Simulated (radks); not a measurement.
Results of a calculation; reference values are marked as such.
Neutral argon inside a hard spherical wall (all orbitals vanish at R), configuration held at [Ar] and not refilled when levels cross. Level of theory: scalar-relativistic Kohn-Sham, PBE, spin-unpolarised, spherical densities, finite nucleus; Fermi nuclear charge, rms radius 3.4274 fm (a radial shooting solver on a logarithmic mesh with Libxc functionals). Eigenvalues in eV, with the zero of energy where the potential of the charges vanishes at infinity; a dash marks a level that is unbound or too diffuse for the functional's potential to be trusted. A positive occupied level is held by the wall or, in an anion where self-interaction has pushed it up, behind a barrier. The pressure on the wall is -dE/dV.

R (bohr),E (hartree),kinetic (hartree),e(2s),e(2p),e(3s),e(3p),"e(4s, empty)","e(4p, empty)",pressure (GPa)
free,-529.22919,531.987,-296.99,-229.89,-24.287,-10.270,-,-,0
10,-529.22918,531.987,-296.99,-229.89,-24.287,-10.270,0.103,1.761,0.000120
7,-529.22863,531.993,-296.94,-229.84,-24.251,-10.235,1.620,4.431,0.0467
6,-529.22598,532.017,-296.79,-229.69,-24.136,-10.120,3.294,6.949,0.364
4,-529.11752,532.689,-293.84,-226.71,-22.079,-7.909,16.501,23.731,30.1
3,-528.47465,535.727,-284.58,-217.30,-15.690,-0.664,46.268,56.670,392
2.5,-527.12437,540.975,-272.28,-204.75,-6.261,10.044,85.288,97.085,1670
2,-522.91299,554.645,-247.80,-179.57,17.131,35.802,172.21,183.17,8490
1.5,-507.76765,595.303,-197.67,-127.23,89.123,110.24,399.25,397.58,58800
